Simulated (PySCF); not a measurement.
**How methods differ on the excitation energy of Te²⁺**

Te²⁺ [Kr] 4d10 5s2 5p2 (3P) → Te²⁺ [Kr] 4d10 5s1 5p3 (5S), as a difference of total energies. Computed with PySCF 2.14 in aug-cc-pVQZ-PP with ECP28MDF (7s7p5d3f2g, 92 functions), with a scalar-relativistic core potential. Correlated levels: valence: 4s2 4p6 4d10 frozen. The calculations carry no spin-orbit coupling.

```
           method  excitation energy (cm⁻¹)
              UHF                     43216
    MP2 (valence)                     50788
SCS-MP2 (valence)                     54081
   CCSD (valence)                     52344
CCSD(T) (valence)                     52616
```
